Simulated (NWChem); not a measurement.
System: C3H3N2 anion

The following NWChem deck was run.

```
start job
memory heap 200 mb stack 900 mb global 1100 mb
charge -1
geometry units angstroms
  C     -0.999756    -0.448801     0.324335
  C     -0.806370     0.716530    -0.377465
  N      0.526882     0.907261    -0.568486
  C      1.061098    -0.157164     0.031154
  N      0.207686    -1.016149     0.590094
  H     -1.925084    -0.908772     0.650936
  H     -1.538268     1.422158    -0.752815
  H      2.133641    -0.315767     0.063183
end
basis spherical
  * library def2-svpd
end
dft
  xc b3lyp
  iterations 150
end
driver
  maxiter 120
end
task dft optimize
```

No frequency run checked for a minimum.

The level has its own optimisation. Brackets give each atom's bonded neighbours.

### Question
What results follow from this input? (B3LYP/def2-SVPD.) Quantities: r C–C (Å); r C–N [C(CHN)–N(CC)] (Å); r C–H [C(CHN)–H(C)] (Å); r C–N [C(HNN)–N(CC)] (Å).

### Answer
The r C–C (Å) is 1.396 and the r C–N [C(CHN)–N(CC)] (Å) is 1.369. The r C–H [C(CHN)–H(C)] (Å) is 1.093 and the r C–N [C(HNN)–N(CC)] (Å) comes out as 1.347.
